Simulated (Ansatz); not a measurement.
`[SiH3]SS` + `[GeH3][SeH]` → `[SiH3][Se][GeH3]` + `SS` at 400 K and 1 bar (ligand exchange at the Si–S bond).

Isolated molecules relaxed with PBE0-D4/def2-TZVP in Ansatz; ΔE leaves out vibrations. CBS: MP2 limit from def2 TZ/QZ plus the TZ coupled-cluster correction, frozen cores. This one scheme is used for every species. For Ge, Se outer-core shells are correlated without core-valence functions, which leaves a few kJ/mol of doubt a bond. Scalar relativity is left out up to krypton. Each species was taken in one conformer, which may not be the lowest.

```
           species  CCSD(T)/CBS energy (Eh)  H − E (kJ/mol)  S (J/(mol·K))
        `[SiH3]SS`              -1087.04745           121.1          340.4
     `[GeH3][SeH]`              -4479.23116           104.1          322.4
`[SiH3][Se][GeH3]`              -4769.53721           162.2          400.1
              `SS`               -796.74576            65.3          266.1
```

H − E and S are ideal-gas, rigid-rotor, harmonic terms from PBE0-D4/def2-TZVP, for one conformer and one mirror image of each species. 1 Eh = 2625.50 kJ/mol, R = 8.31446 J/(mol·K).

Question: By hand: ΔE, ΔH, ΔS and ΔG.

Answer: ΔE = (-4769.53721) + (-796.74576) − (-1087.04745) − (-4479.23116) = -0.00436 Eh = -11.4 kJ/mol. Δ(H − E) = 162.2 + 65.3 − 121.1 − 104.1 = 2.3, so ΔH = -9.1 kJ/mol. ΔS = 400.1 + 266.1 − 340.4 − 322.4 = 3.4 J/(mol·K). ΔG = -9.1 − 400 × (3.4)/1000 = -10.5 kJ/mol.

Question: By hand: the equilibrium constant, and the temperature at which ΔG would vanish if ΔH and ΔS stayed fixed.

Answer: log₁₀ K = −ΔG/(RT ln 10) = 1.4. ΔH and −TΔS have one sign here, so there is no such temperature. One of them is within its doubt of zero, so this could turn.

The number of gas molecules stays the same, so ΔS is small and ΔH decides. A doubt of 5 kJ/mol in ΔE shifts log₁₀ K by 0.7 here. Other conformers and mirror images would add mixing entropy, several J/(mol·K) or more a flexible species. Modes under 60 cm⁻¹, often nearly free rotors, make the harmonic entropy too high. These are equilibria of isolated gas molecules and say nothing of rates. Largest T1 diagnostic: 0.012 (customary marks: 0.02 for closed shells, 0.045 for open ones).
